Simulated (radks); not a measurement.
Fractional charge and spin in the 2s shell of oxygen: the spin-up occupation runs from 0 to 1 and the spin-down occupation from 0 to 1; the fullest corner is O, [He] 2p(up 2, down 2) 2s(up 1, down 1). Method: non-relativistic Kohn-Sham, PBE, spin-polarised, spherical densities, point nucleus; computed with a radial shooting solver on a logarithmic mesh with Libxc functionals. Energy (eV) minus the two flat planes that join the four corners (they meet along the diagonal where the two added fractions sum to one electron); zero is where a piecewise linear energy would lie.

\begin{tabular}{lrrrrr}
down \ up & 0 & 0.25 & 0.5 & 0.75 & 1 \\ \hline
0 & 0.000 & -1.609 & -2.133 & -1.588 & 0.000 \\
0.25 & -1.609 & -1.982 & -1.301 & 0.414 & -1.390 \\
0.5 & -2.133 & -1.301 & 0.552 & -1.126 & -1.833 \\
0.75 & -1.588 & 0.414 & -1.126 & -1.706 & -1.358 \\
1 & 0.000 & -1.390 & -1.833 & -1.358 & 0.000 \\
\end{tabular}

Corners above the fullest one (they belong to O+ and the next ion): (up 1, down 0) 31.057 eV, (up 0, down 1) 31.057 eV, (up 0, down 0) 80.223 eV. With half an added electron in each spin the energy lies 0.552 eV from the planes, and with half an added electron in spin up alone -2.133 eV. The planes are only a guide here: the flat-plane condition holds for ground states with one frontier orbital, while this shell lies below other occupied shells, so the corners above the fullest one are inner-hole states and not the ground states of those ions.
